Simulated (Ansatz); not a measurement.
`[NH2][In]([OH])[Br]` + H₂S → `[NH2][In]([OH])[SH]` + HBr  (ligand exchange at the In–Br bond)

Calculated with Ansatz (gas phase, PBE0-D4/def2-TZVP geometries, no zero-point term in ΔE). CCSD(T)/CBS adds triple-zeta CCSD(T) − MP2 to the extrapolated MP2 energy (def2 sets, frozen cores). This one scheme is used for every species. DFT in def2-TZVPP. HSE06 is defined as in plane-wave codes. def2 core potentials past Kr. For Br, In outer-core shells are correlated without core-valence functions, which leaves a few kJ/mol of doubt a bond. Scalar relativity is left out up to krypton. Each species was taken in one conformer, which may not be the lowest.

```json
{"level": "r2SCAN-D4", "ΔE (kcal/mol)": "11.8"}
{"level": "HSE06-D4", "ΔE (kcal/mol)": "11.6"}
{"level": "BHLYP-D4", "ΔE (kcal/mol)": "13.1"}
{"level": "BHLYP", "ΔE (kcal/mol)": "13.2"}
{"level": "LC-ωPBE", "ΔE (kcal/mol)": "11.8"}
{"level": "CCSD/def2-SVP", "ΔE (kcal/mol)": "12.9"}
{"level": "MP2/def2-TZVPP", "ΔE (kcal/mol)": "11.3"}
{"level": "HF/def2-QZVPP", "ΔE (kcal/mol)": "15.4"}
```

Problem. What does CCSD(T)/CBS give? (Best estimate.)

Solution. Ansatz gave: +11.8 kcal/mol. The listed levels differ from it by 0.0, -0.2, 1.3, 1.4, 0.0, 1.1, -0.5, 3.6 kcal/mol.

Largest T1 diagnostic among the species: 0.015.

From PBE to PBE0 (25 % exact exchange), in def2-TZVPP and without D4, ΔE moves by +0.8 kcal/mol. Leaving LDA and LC-ωPBE aside and taking each functional with its dispersion term where it has one, the values, not all of them listed here, spread over 2.4 kcal/mol, from revPBE-D4 to BHLYP-D4. LDA lies −1.0 kcal/mol from PBE without D4. At CCSD(T), def2-SVP lies +0.8 kcal/mol from the extrapolated value and def2-TZVPP −0.5 kcal/mol.
